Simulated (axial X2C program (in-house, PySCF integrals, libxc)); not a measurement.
Worked dissociation energy of CaI⁻: CCSD(T), without spin–orbit coupling

All values were computed with an in-house all-electron X2C program for linear molecules (integrals from PySCF). Spin-free means the one-electron spin-free X2C Hamiltonian. Basis: I dyall-acv3z [12s13p9d5f1g], Ca dyall-acv3z [12s13p7d5f] (cores contracted in-house); Gaussian nuclei, density fitting, unrestricted open shells. Masses: I 126.904 u, Ca 39.963 u.

Molecular state: M_S = 0, Λ = 0 (closed shell).

Correlated methods: 10 electrons correlated (number of frozen shells: I 4 s, 3 p, 2 d; Ca 3 s, 2 p), 362 virtual spin orbitals or spinors in MP2, 90 natural virtuals in coupled cluster.

| Quantity | Value |
| --- | --- |
| E(I-) (2M_S = 0, M_L = 0) | -7113.016255 hartree |
| E(Ca) (2M_S = 0, M_L = 0) | -679.665581 hartree |
| E(CaI⁻) at Re | -7792.727819 hartree |
| ωe | 162.5 cm⁻¹ |
| ωexe | 0.791 cm⁻¹ |

(1) Work out De and D0.

The state is one determinant whose occupation by symmetry is held fixed; it was picked as the lowest of a PBE0 search that is not exhaustive. De is counted from the lowest determinant-based energies of the atoms at the same level, without counterpoise correction. Coupled cluster ran in a truncated set of natural virtual spinors; the MP2 energy of the rest was added. (T) has no such correction and the atoms are truncated less, which lowers De at CCSD(T) by a hundredth of an eV or more. The outer-core s and p shells of the metal are frozen in the correlated rows, which leaves out core–valence correlation; for alkali and alkaline-earth bonds that tends to lengthen them. With the outer-core shells frozen, correlated bond lengths of heavy atoms tend to come out a few hundredths of an ångström too long.

Each atomic determinant is the lowest at this level and need not be a pure term. Totals compare only within one Hamiltonian and basis.

Results:

(1) De = -7113.016255 + (-679.665581) − (-7792.727819) = 0.04598 hartree = 1.251 eV. The zero-point energy is ωe/2 − ωexe/4 = 81 cm⁻¹ = 0.010 eV, so D0 = 1.241 eV.
